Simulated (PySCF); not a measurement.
# Assignment exercise: C$_{6}$H$_{11}$PSi

Geometry:
```tsv
atom	x (Å)	y (Å)	z (Å)
C1	3.189	-0.176	-0.255
C2	1.698	-0.200	-0.198
C3	0.886	0.840	0.066
C4	-0.531	0.547	0.074
Si5	-1.828	1.847	0.476
C6	-0.800	-0.751	-0.202
C7	-2.151	-1.378	-0.277
P8	0.715	-1.671	-0.629
H9	3.614	-0.836	0.501
H10	3.560	0.833	-0.086
H11	3.539	-0.521	-1.228
H12	1.248	1.833	0.290
H13	-2.794	1.941	-0.621
H14	-1.161	3.137	0.662
H15	-2.529	1.468	1.709
H16	-2.077	-2.465	-0.269
H17	-2.658	-1.080	-1.196
H18	-2.767	-1.058	0.562
H19	0.838	-2.303	0.613
```

Theoretical values (PySCF 2.14): geometry: GFN2-xTB, NMR shieldings at PBE0/pcSseg-1/GIAO. A single conformation, relativity neglected, averaged over atoms made equivalent by symmetry, fast rotation or ring inversion, in vacuum.

δ = σ(ref) − σ, references computed at the same level: ¹³C (σref 186.93), ¹H (σref 31.72) vs TMS.

Problem. Assign these signals to the numbered atoms. ¹³C{¹H} NMR (computed): δ 169.2 (C), 152.9 (C), 150.0 (CH), 145.9 (C), 20.8 (CH3), 19.9 (CH3).

Solution. 
169.2 → C6, unsaturated ring carbon
152.9 → C2, unsaturated ring carbon
150.0 → C3, unsaturated ring CH
145.9 → C4, unsaturated ring carbon
20.8 → C1, methyl carbon on an unsaturated ring: saturated and bonded to C and H only
19.9 → C7, methyl carbon on an unsaturated ring

C1 and C7 lie closer than the usual error of such a calculation, so a measured spectrum could show them in the other order.

Problem. Assign these signals to the numbered atoms. ¹H NMR (400 MHz, computed): δ 6.97 (m, 1H), 4.92 (m, 1H), 4.30 (s, 3H), 2.39 (m, 3H), 2.37 (m, 3H).

Solution. 
6.97 → H12, hydrogen on a unsaturated ring CH
4.92 → H19, hydrogen on a ring phosphorus
4.30 → H13/H14/H15, hydrogen on a silicon bonded to C
2.39 → H16/H17/H18, hydrogen on a methyl carbon on an unsaturated ring
2.37 → H9/H10/H11, hydrogen on a methyl carbon on an unsaturated ring

H16/H17/H18 and H9/H10/H11 lie closer than the usual error of such a calculation, so a measured spectrum could show them in the other order.

Splittings by ³¹P in the carbon and heteronuclear signals aren't shown, as no couplings were computed. Shifts are as computed. Against solution values, carbons near 30 ppm lie about +3 ppm off and those near 130 ppm about +5 ppm. Of 1211 compounds with measured shifts, 218 miss one by over three times the rms of a fit or turn the order of signals round; such compounds aren't used in these exercises. No couplings were computed; multiplicities are counted from neighbouring protons, with m where these are inequivalent, close in shift, in a saturated or five-membered ring or joined by F or P, and br s for small geminal =CH2 splittings.
